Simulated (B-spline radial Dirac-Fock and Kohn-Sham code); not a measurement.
**K edges in EELS at 200 kV and 5 mrad, B to As**

Model: the first Born approximation with generalised oscillator strengths from a Dirac-Hartree-Slater potential (longitudinal and transverse terms; continuum final states only, so no white lines or fine structure). Program: a radial finite-basis atomic code. Partial cross sections in barn for windows above the edge. Edges are tabulated values, any marked * orbital energies of the model.

| Z | element | edge (eV) | Δ = 50 eV | Δ = 100 eV | Δ = 200 eV |
| --- | --- | --- | --- | --- | --- |
| 5 | B | 188.0 | 5400 | 7950 | 9960 |
| 6 | C | 284.2 | 2230 | 3530 | 4790 |
| 7 | N | 409.9 | 1000 | 1670 | 2420 |
| 8 | O | 543.1 | 492 | 852 | 1300 |
| 10 | Ne | 870.2 | 135 | 248 | 408 |
| 12 | Mg | 1303.0 | 38.7 | 72.4 | 125 |
| 15 | P | 2145.5 | 6.76 | 13.0 | 23.6 |
| 16 | S | 2472.0 | 3.96 | 7.68 | 14.1 |
| 20 | Ca | 4038.5 | 0.600 | 1.17 | 2.21 |
| 22 | Ti | 4966.0 | 0.263 | 0.514 | 0.980 |
| 23 | V | 5465.0 | 0.179 | 0.350 | 0.670 |
| 24 | Cr | 5989.0 | 0.123 | 0.242 | 0.465 |
| 25 | Mn | 6539.0 | 0.0864 | 0.170 | 0.328 |
| 26 | Fe | 7112.0 | 0.0614 | 0.121 | 0.234 |
| 28 | Ni | 8333.0 | 0.0322 | 0.0635 | 0.123 |
| 30 | Zn | 9659.0 | 0.0176 | 0.0348 | 0.0679 |
| 32 | Ge | 11103.0 | 0.00986 | 0.0196 | 0.0385 |
| 33 | As | 11867.0 | 0.00745 | 0.0149 | 0.0293 |

Values without a named source are computed, but for edge energies of neutral atoms, which are taken from tables.
